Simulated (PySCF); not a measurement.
Stretching BTe⁻

Set-up: B def2-SVPD, Te def2-SVPD with ECP28; scalar-relativistic core potentials (PySCF 2.14). Energies in eV from B + Te⁻ in their ground configurations at the same level. State: ¹Σ⁺ (singlet), closed shell.

| R (Å) | r²SCAN |
| --- | --- |
| 1.787 | -3.227 |
| 1.870 | -3.828 |
| 1.953 | -4.162 |
| 2.016 | -4.282 |
| 2.078 | -4.320 |
| 2.140 | -4.293 |
| 2.224 | -4.182 |
| 2.327 | -3.963 |
| 2.452 | -3.630 |
| 2.618 | -3.131 |

**Question.** Put a parabola through the three lowest points of the r²SCAN curve and estimate Re, k and ωe (reduced mass 10.15 u; 1 eV/Å² = 0.16022 mdyn/Å; ωe = 1302.8·√(k/μ) cm⁻¹).

**Answer.** Through R = 2.016, 2.078, 2.14 Å the second-order coefficient is 8.45 eV/Å², so Re ≈ 2.083 Å, k ≈ 2.71 mdyn/Å and ωe ≈ 673 cm⁻¹. A polynomial fit of higher order to the unrounded r²SCAN energies gives Re = 2.080 Å, k = 2.61 mdyn/Å, ωe = 661 cm⁻¹; anharmonicity and rounding make the difference.

The higher-order fit for each curve: r²SCAN: Re = 2.080 Å, ωe = 661 cm⁻¹, De = 4.32 eV.

Spin–orbit coupling is left out, which matters for elements this heavy, above all for dissociation energies. For an ion De counts to the pair picked by the measured ionisation energies or electron affinities, which need not be the lowest pair at this level. The highest Kohn–Sham level is positive in this anion. Much of that is self-interaction error, but it also means that the finite basis helps to hold the extra electron.
